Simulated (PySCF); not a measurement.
Heteronuclear NMR

Numbering as in the mapped SMILES `[CH2:1]=[CH:2][O:3][Si@@:4]([OH:5])([SiH3:6])[CH:7]([F:8])[F:9]` (H(Xn): hydrogen on atom n). Ha(C1) is cis to O3; Hb(C1) is trans to O3.

PySCF 2.14.0 with density-fitted response routines calculation with geometry: GFN2-xTB and shieldings: GIAO PBE0/pcSseg-1; gas phase, non-relativistic, fast rotation and ring inversion assumed for equivalent nuclei, a single conformation.

Question: What are the 19F shifts?

Answer: 
| atoms | environment | σ (ppm) | δ (ppm) |
| --- | --- | --- | --- |
| F8 | fluorine of a CF2 group | 330.5 | -137.6 |
| F9 | fluorine of a CF2 group | 331.6 | -138.6 |

Shieldings were converted by a linear fit to measured shifts: 19F (scatter 6.0 ppm rms, 7.0 ppm with the 5 outliers that the fit left out vs CFCl3, solution or neat liquid, with a term for F on sp3 carbon). Occasional misses reach two or three times the rms, and more in compound classes unlike the fitted ones.

On a 500 MHz spectrometer 19F resonates near 470.5 MHz, so 1 ppm is 470.5 Hz.

Question: Predict the 29Si NMR data.

Answer: 
```json
{"atoms": "Si4", "environment": "silicon bonded to C, 2 O, Si", "σ (ppm)": "365.8", "δ (ppm)": "-20.7"}
{"atoms": "Si6", "environment": "silicon bonded to Si, 3 H", "σ (ppm)": "480.3", "δ (ppm)": "-114.8"}
```

Shieldings were converted by a linear fit to measured shifts: 29Si: δ = 279.94 − 0.822σ (rms 8.9 ppm, 72 shifts, 25.8 ppm with the 6 outliers that the fit left out vs TMS, solution or neat liquid). A few per cent of atoms miss by over 2 rms, more outside the fitted compound classes.

On a 400 MHz spectrometer 29Si resonates near 79.5 MHz, so 1 ppm is 79.5 Hz.

Question: Predict the 17O NMR data.

Answer: 
```json
{"atoms": "O3", "environment": "oxygen bonded to C, Si", "σ (ppm)": "193.2", "δ (ppm)": "90.7"}
{"atoms": "O5", "environment": "oxygen bonded to Si, H", "σ (ppm)": "284.1", "δ (ppm)": "7.9"}
```

Shieldings were converted by a linear fit to measured shifts: 17O (scatter 10.7 ppm rms, 12.2 ppm with the 3 outliers that the fit left out vs liquid water, solution or neat liquid). Occasional misses reach two or three times the rms, and more in compound classes unlike the fitted ones.

On a 600 MHz spectrometer 17O resonates near 81.3 MHz, so 1 ppm is 81.3 Hz.
